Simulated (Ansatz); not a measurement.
Gas-phase reaction R1 → 2 P1, each structure at its B3LYP-D3(BJ)/def2-TZVP stationary point, reached from a drawn start (curvature not checked).
P1: S atom, charge 0, multiplicity 3.
R1: S2 (SMILES S=S), charge 0, multiplicity 3.

P less R. No zero-point or thermal terms; open shells are unrestricted; no spin–orbit coupling.

Cores are frozen in the correlated methods.

Codes used: Ansatz (Gaussian orbitals). Each number belongs to the level named beside it.

**Question.** One of these levels gives 84.39 kcal/mol for the reaction energy. Name it.
A) CCSD/cc-pV(Q+d)Z
B) PBE0/def2-TZVPP
C) HF/cc-pV(T+d)Z
D) SCS-MP2/cc-pV(D+d)Z

**Answer.** D, SCS-MP2/cc-pV(D+d)Z. The others give 50.97 (HF/cc-pV(T+d)Z), 106.58 (PBE0/def2-TZVPP), 92.95 (CCSD/cc-pV(Q+d)Z)

Ansatz is a first-principles code.
